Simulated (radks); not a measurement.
Values are calculated unless marked as measured or tabulated.
Species: Tm. Configuration: [Xe] 4f12.5 5d0.5 6s2 (fractional occupations, a model configuration). Level of theory: Dirac Kohn-Sham, PBEsol, spin-unpolarised, spherical densities, point nucleus; open shells fill j = l - 1/2 first (a radial shooting solver on a logarithmic mesh with Libxc functionals).

Normalised radial functions P(r) = r R(r) (large component), r in bohr:

r           5p3/2   4f7/2    6s1/2
0.001843   0.0024  0.0000   0.0229
0.002518   0.0043  0.0000   0.0284
0.003413   0.0075  0.0000   0.0343
0.004662   0.0131  0.0000   0.0404
0.00637    0.0226  0.0000   0.0455
0.008702   0.0380  0.0000   0.0476
0.01179    0.0613  0.0001   0.0443
0.01611    0.0958  0.0003   0.0322
0.02201    0.1408  0.0008   0.0088
0.02983    0.1877  0.0025  -0.0237
0.04075    0.2191  0.0072  -0.0584
0.05568    0.1983  0.0199  -0.0750
0.07546    0.0919  0.0501  -0.0511
0.1031    -0.1027  0.1188   0.0199
0.1408    -0.2854  0.2534   0.0953
0.1924    -0.2729  0.4746   0.0914
0.2607     0.0186  0.7549  -0.0230
0.3562     0.3932  1.0218  -0.1472
0.4866     0.4177  1.1412  -0.1045
0.6595    -0.0396  1.0583   0.0986
0.901     -0.6492  0.8286   0.2546
1.231     -0.9380  0.5599   0.1638
1.668     -0.7952  0.3350  -0.1292
2.279     -0.4457  0.1729  -0.4355
3.114     -0.1659  0.0784  -0.5719
4.254     -0.0385  0.0306  -0.4942
5.765     -0.0051  0.0096  -0.2916
7.876     -0.0003  0.0021  -0.1106
10.76     0.0000  0.0003  -0.0252

5p3/2: eigenvalue -26.979 eV, 3 radial nodes at r = 0.0885, 0.257, 0.647 bohr, <r> = 1.49 bohr, 90 % of the charge inside 2.21 bohr. 4f7/2: eigenvalue -5.630 eV, 0 radial nodes, <r> = 0.791 bohr, 90 % of the charge inside 1.38 bohr. 6s1/2: eigenvalue -4.233 eV, 5 radial nodes at r = 0.0241, 0.0957, 0.248, 0.577, 1.48 bohr, <r> = 3.83 bohr, 90 % of the charge inside 5.69 bohr.
